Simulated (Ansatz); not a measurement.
C2H9BSi, SMILES `BCC[SiH3]`, relaxed with RKS PBE-D4/def2-SVP in the Gaussian-basis code of Ansatz from a rough embedded geometry. The force threshold is 0.03 eV/Å; the program also tests the step.

The species carries charge 0 and has multiplicity 1.

Start:

```xyz
13

B     0.638    1.731   -1.182
C    -0.286    0.622   -0.642
C     0.451   -0.189    0.379
Si   -0.554   -1.637    1.052
H     0.879    1.833   -2.378
H     1.072    2.628   -0.488
H    -0.576   -0.042   -1.486
H    -1.148    1.055   -0.191
H     1.402   -0.651   -0.031
H     0.794    0.433    1.270
H    -1.020   -2.451   -0.031
H    -1.780   -1.013    1.705
H     0.127   -2.318    2.023
```

Task: By how much does the energy fall, and how many steps does the optimiser take? (Estimate.)

Result: The calculation gave: 11.23 kcal/mol, in 13 steps, 1 of them rejected.

Task: Which bonds change most? (Best estimate.)

Result: Computed: Si4–H13 from 1.367 to 1.506 Å; Si4–H11 from 1.434 to 1.505 Å; C2–C3 from 1.498 to 1.568 Å; C2–H8 from 1.065 to 1.108 Å.

Task: Give the relaxed structure. (Estimate.)

Result: Ansatz gave: 
```xyz
13

B     0.662    1.690   -1.101
C    -0.467    0.690   -0.727
C     0.430   -0.133    0.260
Si   -0.528   -1.569    1.059
H     1.449    1.426   -1.995
H     0.863    2.678   -0.415
H    -0.828    0.033   -1.542
H    -1.333    1.114   -0.181
H     1.315   -0.568   -0.255
H     0.824    0.503    1.084
H    -1.020   -2.504   -0.012
H    -1.714   -1.026    1.810
H     0.349   -2.334    2.015
```
